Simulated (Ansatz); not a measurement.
The first iterations of a band of a periodic cell of 17 atoms, HC16 (host C, host structure diamond, interstitial H), cell charge +1.

Computed with Ansatz 0.2.0, DFT PBE-D3(BJ), scalar-relativistic, plane waves, PAW. Settings: cutoff 420 eV, k mesh 3x3x3, gaussian smearing 0.02 eV, no spin polarisation.

```yaml
movable_images: 3
climbing_image: yes
spring: 50.0 eV/Å²
optimiser: fire
start_path: default
force_threshold: 0.05 eV/Å
iteration_limit: 29
end_points: relaxed
```

Initial state:

```xyz
17
Lattice="0.0000 3.5700 3.5700 3.5700 0.0000 3.5700 3.5700 3.5700 0.0000" Properties=species:S:1:pos:R:3
C 0.035 -0.006 -0.006
C 0.913 0.887 0.897
C 1.842 1.775 0.040
C 2.716 2.688 0.894
C 1.809 -0.005 1.779
C 2.686 0.871 2.679
C 3.503 1.704 1.717
C 4.546 2.747 2.741
C 0.020 1.769 1.785
C 0.911 2.661 2.673
C 1.804 3.546 1.784
C 2.704 4.446 2.674
C 1.793 1.767 3.561
C 2.686 2.645 4.464
C 3.563 3.534 3.564
C 4.475 4.408 4.418
H 4.568 5.251 5.800
```

Final state:

```xyz
17
Lattice="0.0000 3.5700 3.5700 3.5700 0.0000 3.5700 3.5700 3.5700 0.0000" Properties=species:S:1:pos:R:3
C -0.065 -0.066 -0.086
C 0.959 0.978 0.958
C 1.828 1.843 -0.014
C 2.682 2.717 0.898
C 1.782 -0.006 1.745
C 2.635 0.906 2.619
C 3.572 1.805 1.756
C 4.461 2.705 2.657
C -0.004 1.810 1.775
C 0.897 2.687 2.652
C 1.781 3.607 1.775
C 2.685 4.484 2.668
C 1.779 1.794 3.547
C 2.682 2.687 4.425
C 3.573 3.590 3.550
C 4.460 4.482 4.441
H 4.017 4.569 7.032
```

| iteration | highest image above the first end (eV) | largest band force component (eV/Å) |
| --- | --- | --- |
| 1 | 0.523 | 1.529 |
| 2 | 0.336 | 1.027 |
| 3 | 0.310 | 1.211 |
| 4 | 0.279 | 0.942 |
| 5 | 0.241 | 0.754 |
| 6 | 0.220 | 0.675 |
| 7 | 0.216 | 0.721 |
| 8 | 0.215 | 0.830 |
| 9 | 0.213 | 0.877 |

Task: Does the band converge within its limit, and where does its top end?

Result: It did not converge within its limit. It ended after 29 iterations with the highest image 0.024 eV above the first end. The band didn't meet its force threshold, so its energies are provisional: the largest band force was still 0.29 eV/Å, and over the last iterations the top moved between 0.02 and 0.09 eV. Limits of this set-up: charged cell in a uniform background, uncorrected.

The run took 4.8 min on 1 thread of Intel(R) Xeon(R) Platinum 8488C (Sapphire Rapids), with other jobs on the host, peak memory 0.43 GiB.
